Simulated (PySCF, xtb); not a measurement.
GeF4, SMILES [F][Ge]([F])([F])[F].

GFN2-xTB (xtb) at its own geometry gives an orbital gap of 8.82 eV and a dipole moment of 0.00 D.

The structure is a stationary point at TPSSh-D3(BJ)/def2-SVP. The isomer is the one that the SMILES or the coordinates give; other isomers of the formula were not compared.

Q: What does CAM-B3LYP/def2-TZVP run with PySCF give? (An estimate is asked for; the answer gives what the named calculation found.)

A: gap 13.28 eV (levels -14.28 and -1.00 eV), dipole 0.00 D.
